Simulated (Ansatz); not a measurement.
Reaction (ligand exchange at the Si–F bond): `[NH2][GeH2][SiH2]F` + HCl → `[NH2][GeH2][SiH2]Cl` + H–F

Gas-phase electronic energies from Ansatz, PBE0-D4/def2-TZVP geometries. CCSD(T)/CBS adds triple-zeta CCSD(T) − MP2 to the extrapolated MP2 energy (def2 sets, frozen cores). This one scheme is used for every species. Functionals use def2-TZVPP. B3LYP here is the variant with VWN-RPA as its local correlation; programs differ in this. For Ge outer-core shells are correlated without core-valence functions, which leaves a few kJ/mol of doubt a bond. Scalar relativity is left out up to krypton. Each species was taken in one conformer, which may not be the lowest.

Problem. Is it downhill or uphill in electronic energy at CCSD(T)/CBS, and by how much? (An estimate is asked.)

Solution. Ansatz gave: Uphill: ΔE = +26.4 kJ/mol.

Problem. What do these levels give: r2SCAN-D4, PBE0-D4, B3LYP-D4, ωB97X-V, ωB97M-V, PBE, r2SCAN, MP2/def2-TZVPP, SCS-MP2/def2-TZVPP, CCSD(T)/def2-TZVPP, MP2/def2-QZVPP, SCS-MP2/def2-QZVPP? (An estimate is asked.)

Solution. Computed: r2SCAN-D4 29.7, PBE0-D4 21.0, B3LYP-D4 31.6, ωB97X-V 31.1, ωB97M-V 29.7, PBE 26.0, r2SCAN 30.7, MP2/def2-TZVPP 24.8, SCS-MP2/def2-TZVPP 31.5, CCSD(T)/def2-TZVPP 30.3, MP2/def2-QZVPP 23.2, SCS-MP2/def2-QZVPP 29.8 kJ/mol.

Largest T1 diagnostic among the species: 0.011.

In def2-TZVPP, CCSD(T) changes the Hartree–Fock value by −11.5 kJ/mol (the triples alone add −2.4 kJ/mol) and MP2 by −17.1 kJ/mol. The D4 term adds −6.4 kJ/mol with B3LYP and −3.5 kJ/mol with PBE0; it sums over pairs of atoms, weighted by their polarisabilities, and B3LYP, whose exchange is more repulsive, gets the larger term.
